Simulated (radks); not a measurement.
Results of a calculation; reference values are marked as such.
W XXIX, 46 electrons, occupied as [Kr] 4d10. Code: a radial shooting solver on a logarithmic mesh with Libxc functionals. Model: Dirac Kohn-Sham, LB94 model potential, spin-unpolarised, spherical densities, finite nucleus; Fermi nuclear charge, rms radius 5.3658 fm.

X-ray form factor f0, the Fourier transform of the density (f0(0) = 46):

sin(theta)/lambda (1/angstrom),f0 (electrons)
0.05,45.911
0.1,45.644
0.15,45.205
0.2,44.603
0.25,43.848
0.3,42.953
0.4,40.811
0.5,38.318
0.6,35.625
0.8,30.197
1,25.401
1.25,20.866
1.5,17.837
2,14.180
